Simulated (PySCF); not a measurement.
**Electron correlation in F²⁺ (fluorine, charge +2)**

[He] 2s2 2p3, high-spin 4S determinant. Calculation: PySCF 2.14, in aug-cc-pVDZ-DK; scalar relativity by spin-free X2C-1e. Frozen: 1s2; 5 electrons correlated.

MP2 pair energies summed by pair of shells (mhartree):

```json
{"pair": "2s-2p", "energy": "-47.76", "share (%)": "67.8"}
{"pair": "2p-2p", "energy": "-15.61", "share (%)": "22.2"}
{"pair": "2s-2s", "energy": "-7.06", "share (%)": "10.0"}
```

Total MP2 correlation energy: -70.42 mhartree.

Same-spin part -17.94 and opposite-spin part -52.48 mhartree; SCS-MP2 scales them by 1/3 and 6/5 to -68.96 mhartree.

| level | correlation energy (mhartree) |
| --- | --- |
| CCSD | -84.90 |
| (T) | -0.51 |
| CCSD(T) | -85.41 |

Diagnostics: T1 = 0.0031, D1 = 0.0044, largest double amplitude 0.027.

Cost of the coupled-cluster step: 0.24 s of wall time on 1 thread of Neoverse-N1 (shared host), for 5 correlated electrons.
